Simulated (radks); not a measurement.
The numbers below are computed, except where a source is named.
The copper ion Cu4+, configuration [Ar] 3d7.

Code: a radial shooting solver on a logarithmic mesh with Libxc functionals. Model: scalar-relativistic Kohn-Sham, PBEsol, spin-polarised, spherical densities, finite nucleus; open shells are filled with parallel spins first; Fermi nuclear charge, rms radius 3.8823 fm.

Energy parts (eV):
total: -44868.340
kinetic: 45536.703
electron-nucleus: -106338.301
Hartree: 17678.699
exchange-correlation: -1745.441

Orbitals (lengths in bohr, moments of r in powers of bohr; <r^-3> diverges for s and p1/2; r(max) is where P^2 peaks; r(90%) holds 90 % of the orbital's charge):
[
 {"orbital": "1s up", "occ.": "1", "eigenvalue (eV)": "-8913.619", "r(90%)": "0.0932", "<r^2>": "0.003661", "<r^-3>": "-", "r(max)": "0.03413"},
 {"orbital": "1s down", "occ.": "1", "eigenvalue (eV)": "-8913.613", "r(90%)": "0.0932", "<r^2>": "0.003661", "<r^-3>": "-", "r(max)": "0.03413"},
 {"orbital": "2s up", "occ.": "1", "eigenvalue (eV)": "-1134.525", "r(90%)": "0.365", "<r^2>": "0.06545", "<r^-3>": "-", "r(max)": "0.1968"},
 {"orbital": "2s down", "occ.": "1", "eigenvalue (eV)": "-1132.373", "r(90%)": "0.364", "<r^2>": "0.06528", "<r^-3>": "-", "r(max)": "0.1967"},
 {"orbital": "2p up", "occ.": "3", "eigenvalue (eV)": "-989.1288", "r(90%)": "0.338", "<r^2>": "0.05242", "<r^-3>": "704.1", "r(max)": "0.1583"},
 {"orbital": "2p down", "occ.": "3", "eigenvalue (eV)": "-987.5037", "r(90%)": "0.337", "<r^2>": "0.05225", "<r^-3>": "705.9", "r(max)": "0.1582"},
 {"orbital": "3s up", "occ.": "1", "eigenvalue (eV)": "-185.1215", "r(90%)": "1.04", "<r^2>": "0.5623", "<r^-3>": "-", "r(max)": "0.6097"},
 {"orbital": "3s down", "occ.": "1", "eigenvalue (eV)": "-181.1770", "r(90%)": "1.05", "<r^2>": "0.5660", "<r^-3>": "-", "r(max)": "0.6105"},
 {"orbital": "3p up", "occ.": "3", "eigenvalue (eV)": "-142.1049", "r(90%)": "1.11", "<r^2>": "0.6161", "<r^-3>": "95.25", "r(max)": "0.6131"},
 {"orbital": "3p down", "occ.": "3", "eigenvalue (eV)": "-138.2214", "r(90%)": "1.12", "<r^2>": "0.6226", "<r^-3>": "94.00", "r(max)": "0.6144"},
 {"orbital": "3d up", "occ.": "5", "eigenvalue (eV)": "-72.5409", "r(90%)": "1.33", "<r^2>": "0.7937", "<r^-3>": "9.969", "r(max)": "0.5743"},
 {"orbital": "3d down", "occ.": "2", "eigenvalue (eV)": "-68.7236", "r(90%)": "1.36", "<r^2>": "0.8260", "<r^-3>": "9.737", "r(max)": "0.5790"}
]

The highest occupied level is 3d down at -68.724 eV. The electron density at the nucleus is 2.236e+04 e/bohr^3 (large components only).
